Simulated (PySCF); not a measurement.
## Correlation energy of B (boron, neutral)

[He] 2s2 2p1, 2P determinant. Computed with PySCF 2.14 in Sapporo-DZP-2012, with scalar relativity by spin-free X2C-1e. Frozen: 1s2; 3 electrons correlated.

MP2 pair energies summed by pair of shells (mhartree):

| pair | energy | share (%) |
| --- | --- | --- |
| 2s-2s | -22.41 | 58.4 |
| 2s-2p | -15.99 | 41.6 |

Total MP2 correlation energy: -38.40 mhartree.

Same-spin part -2.80 and opposite-spin part -35.60 mhartree; SCS-MP2 scales them by 1/3 and 6/5 to -43.66 mhartree.

```tsv
level	correlation energy (mhartree)
CCSD	-61.18
(T)	-0.90
CCSD(T)	-62.08
```

Diagnostics: T1 = 0.013, D1 = 0.0250, largest double amplitude 0.130.

Cost of the coupled-cluster step: 0.16 s of wall time on 1 thread of Neoverse-N1 (shared host), for 3 correlated electrons.
